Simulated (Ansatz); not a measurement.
Abridged output of a molecular run in Ansatz:

```
Functional definition: HF
1100 factors; integrals over basis functions are off by at most 1.6e-3 eV
mean field evaluation 1: about -16772.6715 eV, gradient 4.8e1 eV
mean field evaluation 2: about -16772.6767 eV, gradient 4.8e1 eV
mean field evaluation 4: about -16777.1769 eV, gradient 3.3e0 eV
mean field evaluation 8: about -16777.2104 eV, gradient 8.7e-5 eV
mean field -16777.21037405 eV, -616.5511092448 hartree, gradient 1.5e-6 eV, S^2 0.000000; 0 other end points of the search recorded, 0 dependent functions left out
10 core orbitals not correlated: weight in the atoms' cores, before any rotation towards them, 1.000 or more for the frozen orbitals, at most 0.000 for the correlated occupied ones
reference -16777.21037405 eV, -616.5511092448 hartree; 18, 18 occupied and 85, 85 virtual orbitals, 1100 factors
second order -24.68661410 eV of doubles, -0.00000000 eV of singles
cycle   1  -25.03942271 eV  change   -3.5e-1 eV  update   1.0e-1
cycle   2  -25.58423659 eV  change   -5.4e-1 eV  update   3.1e-2
cycle   3  -25.73131426 eV  change   -1.5e-1 eV  update   1.6e-2
cycle   4  -25.72648696 eV  change    4.8e-3 eV  update   3.7e-3
cycle   5  -25.72511143 eV  change    1.4e-3 eV  update   1.5e-3
cycle   6  -25.72568463 eV  change   -5.7e-4 eV  update   4.5e-4
cycle   7  -25.72562139 eV  change    6.3e-5 eV  update   1.5e-4
cycle   8  -25.72555247 eV  change    6.9e-5 eV  update   4.4e-5
cycle   9  -25.72555247 eV  change    4.3e-9 eV  update   1.8e-5
perturbative correction -0.62243221 eV, -0.0228739618 hartree
Total energy: -16803.55835873 eV, -617.5193798224 hartree
```

Its atoms:

```xyz
11

C    -1.524    0.140   -1.148
C    -0.720   -0.715   -0.522
Si    0.731   -0.160    0.457
O     0.959    1.457    0.413
O     0.526   -0.632    1.997
F     2.050   -0.835   -0.147
H    -1.361    1.213   -1.099
H    -2.381   -0.191   -1.729
H    -0.932   -1.780   -0.598
H     1.516    1.807   -0.284
H     1.136   -0.304    2.659
```

(1) Which basis set was used?
A. def2-SVPD
B. def2-QZVPP
C. def2-TZVPP
D. def2-SVP

(2) Write the keys of the input that set method, charge and spin (a neutral closed shell needs none for the last two).

Results:

(1) D. It gives 113 functions.

(2) 
```yaml
correlation: {method: ccsd_t}
```
